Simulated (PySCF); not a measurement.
Sn(I)(OH) (HIOSn), SMILES [OH][Sn][I] (connectivity only; charge and spin as stated), neutral, multiplicity 1.

The structure is a stationary point at PBE-D3(BJ)/def2-SVP. The def2 effective core potentials stand for the cores of I, Sn; spin–orbit coupling is left out. Other conformers were not sampled.

These are PBE-D3(BJ)/def2-SVP (PySCF) values and carry that method's errors.

Frequencies are harmonic and unscaled.

| mode | ν (cm⁻¹) | IR (km/mol) | moving atoms (share of kinetic energy) |
|---|---|---|---|
| 1 | 117 | 6.2 | O 71 %, I 11 %, H 11 % |
| 2 | 182 | 24.0 | Sn 53 %, I 46 % |
| 3 | 443 | 109.5 | H 91 %, O 9 % |
| 4 | 574 | 82.2 | O 87 %, Sn 12 % |
| 5 | 721 | 75.1 | H 92 % |
| 6 | 3676 | 48.6 | H 94 % |
